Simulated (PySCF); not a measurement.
# Mayer bond orders and bond lengths

Species: C5H11NO3Si.
SMILES with atom numbers: `[CH2:1]=[C:2]([CH2:3][O:4][Si@H:5]([NH2:6])[OH:7])[C:8]([CH3:9])=[O:10]` (hydrogens: H11, H12 on C1; H13, H14 on C3; H15 on Si5; H16, H17 on N6; H18 on O7; H19, H20, H21 on C9)

Geometry (GFN2-xTB, Å), atoms numbered from 1 in this order:
```xyz
21
C5H11NO3Si angstrom
C      2.4269   -1.3543    0.5134
C      1.2876   -0.6890    0.6303
C     -0.0083   -1.3188    1.0812
O     -1.0066   -1.0904    0.1334
Si    -2.2611   -0.0467    0.2834
N     -2.3445    0.6152   -1.3100
O     -2.0528    1.1045    1.3983
C      1.1635    0.7694    0.3382
C      1.5572    1.1821   -1.0478
O      0.7033    1.5426    1.1492
H      2.4920   -2.4029    0.7509
H      3.3453   -0.8715    0.2236
H      0.1169   -2.4008    1.1988
H     -0.2857   -0.8860    2.0508
H     -3.4198   -0.7568    0.8088
H     -2.3168   -0.0370   -2.0768
H     -3.0742    1.2896   -1.4718
H     -1.2082    1.5579    1.4716
H      1.6586    2.2623   -1.1121
H      0.7488    0.8628   -1.7068
H      2.4689    0.6847   -1.3660
```

Bond orders from the PBE0/pcSseg-1 density (PySCF). The structure is a single GFN2-xTB conformer in the gas phase; no vibrational or solvent corrections.

How far do the computed orders between heavy atoms stray from the drawn ones?

The largest departure is 0.088, at O4–Si5 (drawn single, 0.912) and C2–C8 (drawn single, 0.915).

Give the Mayer order of every bond between heavy atoms, beside its length.

```csv
bond,drawn as,length (Å),Mayer order
C1–C2,double,1.324,1.974
C2–C3,single,1.510,1.011
C3–O4,single,1.395,0.917
O4–Si5,single,1.639,0.912
Si5–N6,single,1.727,1.024
Si5–O7,single,1.616,1.074
C2–C8,single,1.493,0.915
C8–C9,single,1.499,1.028
C8–O10,double,1.211,1.920
```

By pair of heavy elements: C–C: lowest C2–C8 (0.915, 1.493 Å), highest C1–C2 (1.974, 1.324 Å); in 2 of the 6 pairs the longer bond (by over 0.003 Å) has the higher order (by 0.02 or more). C–O: lowest C3–O4 (0.917, 1.395 Å), highest C8–O10 (1.920, 1.211 Å). O–Si: lowest O4–Si5 (0.912, 1.639 Å), highest Si5–O7 (1.074, 1.616 Å).

And the bonds to hydrogen?

C–H: 0.92 to 0.95 (7 bonds); H–Si: 0.88 (1 bond); H–N: 0.95 (2 bonds); H–O: 0.91 (1 bond).

Sum the orders of all bonds at each heavy atom with more than one neighbour and set the sums beside the valence in the SMILES.

C1 3.850 (drawn 4), C2 3.900 (drawn 4), C3 3.798 (drawn 4), O4 1.829 (drawn 2), Si5 3.891 (drawn 4), N6 2.924 (drawn 3), O7 1.982 (drawn 2), C8 3.863 (drawn 4), C9 3.848 (drawn 4). Orders between atoms that aren't bonded are not in these sums.

Mayer orders depend on the basis set.

These values come from a run that also computed NMR shieldings. Hardware: one thread, Arm Neoverse N1 (aarch64), on a shared host. Cost: 1.7 min, 1.1 GiB resident at most.
